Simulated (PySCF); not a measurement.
**Tellurium: a sound run and one with changed settings**

Sound run: Te⁺ [Kr] 4d10 5s2 5p3, Te²⁺ [Kr] 4d10 5s2 5p2. Computed with PySCF 2.14 in def2-SVP with the def2 core potential (28 electrons), with a scalar-relativistic core potential. The sound run starts from symmetry-adapted Hartree-Fock orbitals and uses a fine grid where one is needed.

Changed run: basis STO-3G, all-electron and non-relativistic. This setting is unsound on purpose.

```csv
species,method,sound run (hartree),changed run (hartree),converged
Te⁺,UHF,-266.71416,-6546.92308,yes
Te⁺,TPSS,-267.55078,-6548.62975,yes
Te⁺,B3LYP,-267.73928,-6548.92899,yes
Te²⁺,UHF,-266.03954,-6546.27025,yes
Te²⁺,TPSS,-266.86037,-6547.95109,yes
Te²⁺,B3LYP,-267.04930,-6548.25588,yes
```

Ionisation energy of Te⁺:

```
method  sound run (eV)  changed run (eV)
   UHF          18.357            17.764
  TPSS          18.787            18.467
 B3LYP          18.775            18.316
```

A minimal basis cannot let orbitals breathe on ionisation and holds almost no correlation. The Hamiltonian changed with the basis, so the totals do not compare.

For comparison, NIST gives 18.6 ± 0.4 eV between the lowest levels.
